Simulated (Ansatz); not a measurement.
Ideal-gas functions of BrCdHO (`[OH][Cd][Br]`) at 400 K and 1 bar, from an Ansatz frequency run at PBE0-D4/def2-TZVP.

Molar mass 209.32 g/mol, point group Cs (symmetry number 1), electronic degeneracy 1, moments of inertia 0.764, 406.916, 407.681 u Å². Harmonic wavenumbers (cm⁻¹, unscaled): 104, 109, 258, 598, 800, 3888.

Use S(trans) = R[1.5 ln M + 2.5 ln T − 1.1517]; rotational temperatures θ = 24.2544 K / I; S(rot) = R[ln(√π/σ · √(T³/θAθBθC)) + 1.5]; for each mode x = 1.438777 ν̃/T, S = R[x/(eˣ − 1) − ln(1 − e⁻ˣ)] and H = RT x/(eˣ − 1); 1 cm⁻¹ = 0.0119627 kJ/mol; R = 8.31446 J/(mol·K).

Problem. By hand: the entropy, in J/(mol·K).

Solution. Translation 181.6. Rotation: θ = 31.7466, 0.0596, 0.0595 K, giving 101.0. Vibration, mode by mode: 16.54, 16.15, 9.23, 3.38, 1.91, 0.00, in all 47.2. Electronic 0.0. Sum 329.8 J/(mol·K).

Problem. By hand: H − E and G − E in kJ/mol, counted from the electronic energy.

Solution. Zero-point energy ½ × 5757 × 0.0119627 = 34.4; thermal vibration 9.0; translation, rotation and pV give 4 RT = 13.3. H − E = 56.7 kJ/mol, and G − E = 56.7 − 400 × 329.8/1000 = -75.2 kJ/mol.

Vibration gives 14 % of the entropy, 32.7 J/(mol·K) of it from the modes under 150 cm⁻¹: soft modes count most, and the harmonic formula is weakest for them. The sum counts one conformer and one mirror image; others add a mixing term.
